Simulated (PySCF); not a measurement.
1-chlorocyclobutene (C4H5Cl), SMILES C1CC=C1Cl. Atoms are numbered in the order given.

```xyz
10

Cl     0.0093    -1.7866     0.0000
C     -0.0610    -0.0632     0.0000
C     -1.0739     0.8344     0.0000
C     -0.1069     2.0083     0.0000
C      1.0562     0.9533     0.0000
H     -2.1695     0.7545     0.0000
H     -0.1374     2.6549    -0.9027
H     -0.1374     2.6549     0.9027
H      1.7001     0.9556    -0.9039
H      1.7001     0.9556     0.9039
```

Geometry optimised at PBE-D3(BJ)/def2-SVP.

Calculation: SMD-ωB97X/6-31G* (PySCF).

Solvation free energies are E(SMD) − E(gas) at the gas-phase geometry, for 1 M in both phases. In vacuum the dipole moment is 1.82 D.

| solvent | ΔG(solv) (kcal/mol) | its non-electrostatic (CDS) part | dipole (D) |
|---|---|---|---|
| water | -0.3 | 2.3 | 2.41 |
| chloroform | -5.0 | -3.2 | 2.25 |
| acetonitrile | -4.4 | -1.9 | 2.40 |
